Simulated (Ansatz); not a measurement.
Geometry optimisation, RKS B3LYP/def2-SVP (Ansatz 0.2.0).

Input file:

```yaml
crystal:
  periodic: [false, false, false]
  atoms:
    - { symbol: B, position_ang: [0.0, 0.0, 0.0] }
    - { symbol: O, position_ang: [0.0, 0.0, 1.76] }
    - { symbol: H, position_ang: [-0.9095, -0.2814, 2.0971] }
    - { symbol: "N", position_ang: [1.3423, 0.0, -0.775] }
    - { symbol: H, position_ang: [1.8089, -0.9179, -1.0268] }
    - { symbol: H, position_ang: [1.7937, 0.9179, -1.0532] }
    - { symbol: "N", position_ang: [-1.3423, 0.0, -0.775] }
    - { symbol: H, position_ang: [-2.0112, -0.8164, -0.6764] }
    - { symbol: H, position_ang: [-1.5914, 0.8164, -1.4036] }
    - { symbol: Br, position_ang: [0.1049, 2.2181, 0.7379] }
    - { symbol: H, position_ang: [0.0529, 1.119, 1.7348] }
basis:
  gaussian: { orbitals: def2-SVP }
hamiltonian:
  xc: b3lyp
relax:
  f_tol: 0.15
  max_steps: 25
  restrain:
    - { distance: [0, 9], at: 3.24, k: 30.0 }
    - { distance: [10, 1], at: 2.21, k: 30.0 }
    - { distance: [0, 1], at: 1.41, k: 30.0 }
    - { distance: [10, 9], at: 1.55, k: 30.0 }
```

Launched with:

```bash
$ ansatz run input.yaml --threads 4 --pin off --max-ram 5120MiB --backend cpu --events-out ev --progress --plain --runs-dir out
```

Q: Where does it end, and by what steps?

A: The forces met the threshold. The restraints hold the end off the free minimum. After 14 steps the energy has fallen by 4.159 eV (the restraints' own energy left out); H8 moved furthest, 1.14 Å. Parted: B1–Br10 (2.34 → 3.26 Å).

```
step  energy less start (eV)  largest force component (eV/Å)  accepted
   0                  0.0000                           5.413       yes
   1                 -0.9337                           2.406       yes
   2                 -1.5284                           2.592       yes
   3                 -2.1370                           2.796       yes
   4                 -2.9816                           1.476       yes
   5                 -3.3509                           1.118       yes
   6                 -3.5271                           1.179       yes
   7                 -3.6669                           1.152       yes
   8                 -3.8078                           1.148       yes
   9                 -3.9377                           1.125       yes
  10                 -4.0613                           1.127       yes
  11                 -4.1331                           1.026       yes
  12                 -4.1412                           0.973       yes
  13                 -4.1148                           1.331        no
  14                 -4.1588                           1.017       yes
```

```xyz
11
Properties=species:S:1:pos:R:3
B -0.028 -0.201 -0.051
O 0.032 -0.582 1.300
H -0.814 -0.913 1.623
N 1.208 -0.100 -0.735
H 2.080 -0.317 -0.269
H 1.324 0.353 -1.630
N -1.291 -0.035 -0.700
H -2.128 0.204 -0.183
H -1.352 0.255 -1.668
Br 0.029 2.845 1.098
H 0.189 1.546 1.835
```

Time of the run: 28 s on 4 threads of Arm Neoverse V2, with other jobs on the host, peak memory 0.3 GiB.
